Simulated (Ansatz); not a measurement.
```yaml
crystal:
  periodic: [false, false, false]
  atoms:
    - {symbol: Zr, position_ang: [-0.000300, 0.000576, -0.081721]}
    - {symbol: Cl, position_ang: [0.008323, -0.016026, 2.272467]}
    - {symbol: F, position_ang: [1.786150, 0.009606, -0.736782]}
    - {symbol: F, position_ang: [-0.900901, 1.552081, -0.716045]}
    - {symbol: F, position_ang: [-0.893263, -1.546237, -0.737919]}
basis:
  gaussian: {orbitals: def2-SVP, fitting: {mean_field: def2-universal-jkfit}, final_grid: {core_spheres: 8, valence_spheres: 7, degree: 23}}
hamiltonian: {xc: {name: CAM-B3LYP}, dispersion: d4}
output: {forces: true}
```

```sh
$ ansatz run in.yaml --threads 4 --pin off --events-out ev --progress --plain --max-ram 3916MiB
```

It prints (some lines left out):

```
Functional definition: CAM-B3LYP
614 factors; integrals over basis functions are off by at most 8.5e-2 eV
614 factors; integrals over basis functions are off by at most 1.8e-5 eV
mean field evaluation 1: about -21943.0903 eV, gradient 6.2e1 eV
mean field evaluation 2: about -21923.4134 eV, gradient 1.3e2 eV
mean field evaluation 4: about -21950.0581 eV, gradient 1.7e0 eV
mean field evaluation 8: about -21950.0642 eV, gradient 2.7e-2 eV
mean field evaluation 16: about -21950.0642 eV, gradient 2.8e-5 eV
mean field -21950.06423833 eV, -806.6499824705 hartree, gradient 2.8e-5 eV, S^2 0.000000; 0 other end points of the search recorded, 0 dependent functions left out
reference -21950.06438528 eV, -806.6499878711 hartree; 28, 28 occupied and 63, 63 virtual orbitals, 614 factors
Total energy: -21950.16333266 eV, -806.6536241203 hartree
Atom 0 at    -0.000300     0.000576    -0.081721 Å, force    -0.000335     0.001757    -0.248904 eV/Å
Atom 1 at     0.008323    -0.016026     2.272467 Å, force     0.002214     0.001231    -0.173541 eV/Å
Atom 2 at     1.786150     0.009606    -0.736782 Å, force    -0.402277    -0.002020     0.145610 eV/Å
Atom 3 at    -0.900901     1.552081    -0.716045 Å, force     0.201049    -0.345335     0.135983 eV/Å
Atom 4 at    -0.893263    -1.546237    -0.737919 Å, force     0.199349     0.344367     0.140853 eV/Å
Dipole moment:    -0.000110     0.000211    -0.029958 e Å
```

Run time 0.85 s (4 threads of Arm Neoverse V1 on a shared host).

In the def2 sets Zr takes a core potential; there is no spin–orbit coupling.
